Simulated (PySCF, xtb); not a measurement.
trisilylphosphine (H₉PSi₃), SMILES [SiH3]P([SiH3])[SiH3].

Harmonic wavenumbers (cm⁻¹) from xtb with GFN2-xTB at its own minimum, in rising order: 81, 81, 95, 105, 107, 123, 419, 478, 479, 490, 490, 498, 545, 574, 574, 747, 747, 753, 753, 761, 772, 783, 787, 788, 2211, 2212, 2232, 2262, 2264, 2265, 2272, 2282, 2283.

Question: What does PBE-D3(BJ)/def2-SVP (PySCF) give at its own minimum? (Estimate from the structure and the level; the computed values follow.)

Answer: 51, 99, 99, 121, 121, 130, 395, 443, 443, 501, 538, 538, 604, 604, 604, 840, 840, 885, 892, 892, 902, 904, 907, 907, 2140, 2140, 2147, 2165, 2165, 2169, 2173, 2176, 2176. Paired by order, the mean absolute difference is 70 cm⁻¹ and the zero-point energies are 46.2 and 46.8 kcal/mol.
